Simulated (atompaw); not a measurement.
# Scattering properties, PAW (atompaw) potential for Gd

```
Element                 : Gd
Generator               : atompaw 4.2.0.5
Type                    : PAW
Functional              : PBE
Relativity              : scalar-relativistic
Frozen core             : [Xe]
Valence charge          : 10
Reference configuration : 4f7 5d1 6s2 6p0
Partial waves           : 6s (bound): rc 3.00 bohr; 6s channel at 0.25 Ry: rc 3.00 bohr; 6p (bound, empty): rc 3.00 bohr; 6p channel at 0.25 Ry: rc 3.00 bohr; 5d (bound): rc 1.90 bohr; 5d channel at 0.3 Ry: rc 3.00 bohr; 4f (bound): rc 1.55 bohr; 4f channel at 4.6 Ry: rc 1.55 bohr
Local potential         : bessel scheme, radius 2.10 bohr
Core correction         : smooth core density matched at 1.60 bohr
Augmentation charge     : besselshape compensation charge, radius 2.30 bohr; PAW radius 3.00 bohr; waves and projectors: custom rrkj vanderbiltortho
```

The phase is arctan(r·u′/u) with u = r·R(r), unwrapped; energies in Ry, scanned from -3 to 5 Ry. A pole is an energy at which the radial function vanishes at the test radius. The pseudo phase is shifted by a multiple of π to meet the all-electron one at the reference energy, and phase errors are pseudo minus all-electron; the curves can meet again beyond the range given. Levels narrower than the energy grid can be missing from the lists of poles.

| channel | radius (bohr) | reference energy (Ry) | poles, all-electron | poles, pseudo | unbroken range about the reference energy with phases within 0.05 rad | phase error 1 Ry above the reference energy (rad) |
| --- | --- | --- | --- | --- | --- | --- |
| s | 3.00 | -0.30 | 2.13 | -0.98, 2.12 | -0.9 to 3.7 | +0.000 |
| p | 3.00 | -0.10 | -1.89, 3.39 | -1.73, 3.53 | above -1.6 | +0.003 |
| d | 3.00 | -0.19 | 0.47 | 0.47, 3.35 | below 1.8 | -0.001 |
| f | 3.00 | -0.64 | -0.61, 3.16 | -0.61, 3.20 | below 1.0 | +0.010 |

Note: ghost states, extra bound levels that the all-electron valence spectrum of the same l lacks: p at -24.9 eV, s at -13.1 eV. A true bound ghost makes a file unfit for plane-wave use.

Phases in the f channel:

| E (Ry) | all-electron | pseudo |
| --- | --- | --- |
| -3.00 | 1.395 | 1.396 |
| -2.76 | 1.389 | 1.390 |
| -2.52 | 1.383 | 1.383 |
| -2.28 | 1.375 | 1.375 |
| -2.04 | 1.366 | 1.367 |
| -1.80 | 1.356 | 1.357 |
| -1.56 | 1.344 | 1.345 |
| -1.32 | 1.329 | 1.330 |
| -1.08 | 1.308 | 1.309 |
| -0.84 | 1.265 | 1.267 |
| -0.60 | -1.682 | -1.681 |
| -0.36 | -1.844 | -1.841 |
| -0.12 | -1.889 | -1.884 |
| 0.12 | -1.935 | -1.929 |
| 0.36 | -1.997 | -1.987 |
| 0.60 | -2.087 | -2.070 |
| 0.84 | -2.235 | -2.203 |
| 1.08 | -2.510 | -2.444 |
| 1.32 | -3.048 | -2.917 |
| 1.56 | -3.733 | -3.604 |
| 1.80 | -4.163 | -4.093 |
| 2.04 | -4.382 | -4.344 |
| 2.28 | -4.506 | -4.483 |
| 2.52 | -4.586 | -4.571 |
| 2.76 | -4.643 | -4.632 |
| 3.00 | -4.687 | -4.680 |
| 3.24 | -4.725 | -4.719 |
| 3.48 | -4.759 | -4.755 |
| 3.72 | -4.792 | -4.789 |
| 3.96 | -4.827 | -4.825 |
| 4.20 | -4.867 | -4.866 |
| 4.44 | -4.915 | -4.915 |
| 4.68 | -4.982 | -4.982 |
| 4.92 | -5.085 | -5.083 |
